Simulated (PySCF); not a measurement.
CH2AlF3O. Atoms are numbered in the order given.

```xyz
8

Al    -0.4597     0.8504     0.9013
C     -0.0595    -0.6186    -0.4235
F     -1.0950    -1.4955    -0.5474
F      1.0235    -1.3616    -0.0663
F      0.1923    -0.1519    -1.6754
H     -1.7962     0.8817     1.7326
O      0.7775     2.0077     1.0152
H      0.8228     2.7929     1.5716
```
Charge 0, spin multiplicity 1.

Geometry: TPSSh-D3(BJ)/def2-SVP. The structure was generated by enumeration; whether it is a known compound was not checked. The values are those of a single conformer.

These are C-PCM-ωB97X/def2-SVP (PySCF) values and carry that method's errors.

The values are the electrostatic part of the solvation free energy, E(continuum) − E(gas) at the gas-phase geometry, in a cavity of scaled van der Waals radii (PySCF's table); cavitation and dispersion terms are not included. A continuum can't describe solvent molecules that bind to the metal. In vacuum the orbital gap is 11.78 eV. The dipole moment in vacuum is 3.61 D.

| solvent | ε | ΔG(elec) (kcal/mol) | dipole (D) | gap (eV) |
|---|---|---|---|---|
| water | 78.36 | -9.5 | 4.12 | 12.32 |
| diethylether | 4.24 | -7.2 | 3.99 | 12.20 |
| ethanol | 24.85 | -9.2 | 4.10 | 12.31 |
